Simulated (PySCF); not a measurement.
# Computed records: BF₂H₂Si, B₂FH₄Si

All values are calculated (PySCF 2.14.0). Calculation on a computer-drawn molecule: optimised geometry and harmonic frequencies of an isolated molecule of the commonest isotopes, restricted reference for singlets and unrestricted otherwise, frozen core in MP2.

Common to all runs: multiplicity 1; method HF.

(1) BF₂H₂Si

Start structure:
```xyz
6
BF2H2Si
B     -0.1133    -0.0799    -0.1189
Si    -0.5622     0.9163     1.2674
F     -1.3544     0.3914     2.7375
F      0.2847     2.0969     2.1207
H     -0.7793    -0.9524    -0.4964
H      0.6062     0.4626    -0.9924
```

* charge: -1
* basis: aug-cc-pV(D+d)Z
* rotational constants: 7.397, 5.711, 3.536 GHz
* total energy: -513.7701 hartree
* convergence status largest gradient component: 2.077e-05 hartree/bohr

Drawn bonds:
```csv
atom,other atom,order
1,2,1
2,3,1
2,4,1
1,5,1
1,6,1
```

Optimised structure:
```xyz
6
BF2H2Si
B     -0.1062    -0.0349    -0.1176
Si    -0.7943     1.1287     1.3245
F     -1.2958     0.2872     2.6669
F      0.3902     2.0288     2.0651
H     -0.7498    -1.0042    -0.4637
H      0.6376     0.4293    -0.9573
```

Modes:
```csv
frequency (cm⁻¹),reduced mass (dalton)
140.7,7.318
200.8,2.992
324,15.7
391.9,1.063
581.6,5.002
620.9,1.428
761.1,15.07
783.4,12.44
886.3,1.355
1229,1.177
2543,1.054
2590,1.121
```

(2) B₂FH₄Si

Start structure:
```xyz
8
B2FH4Si
B     -4.4522     0.5950    -1.5167
Si    -2.6453     0.6617    -0.7537
B     -1.8912     1.9055     0.5909
F     -2.2639     1.6746     1.8469
H     -5.2628    -0.0013    -0.9328
H     -4.8162     1.2585    -2.3629
H     -1.6221    -0.4099    -1.2333
H     -1.1285     2.7625     0.4217
```

- charge: 1
- basis: cc-pV(D+d)Z
- rotational constants: 14.69, 2.598, 2.42 GHz
- total energy: -439.7872 hartree
- convergence status largest gradient component: 3.613e-05 hartree/bohr

Drawn bonds:
```csv
atom,other atom,order
1,2,1
2,3,1
3,4,1
1,5,1
1,6,1
2,7,1
3,8,1
```

Optimised structure:
```xyz
8
B2FH4Si
B     -4.5095     0.6115    -1.5092
Si    -2.6348     0.6108    -0.7252
B     -1.8473     1.9288     0.6860
F     -2.0766     1.6094     1.9286
H     -5.3453    -0.0416    -0.9689
H     -4.7148     1.2626    -2.4846
H     -1.7177    -0.4289    -1.2262
H     -1.2361     2.8941     0.3595
```

Modes:
```csv
frequency (cm⁻¹),reduced mass (dalton)
58.3,3.291
153,2.745
182.3,1.53
282.9,2.034
407.3,1.184
533.2,3.277
608.9,1.754
669.2,1.67
720.2,1.695
884.7,1.559
960.2,1.342
1130,1.226
1205,1.12
1366,8.177
2371,1.042
2734,1.045
2826,1.096
2855,1.131
```
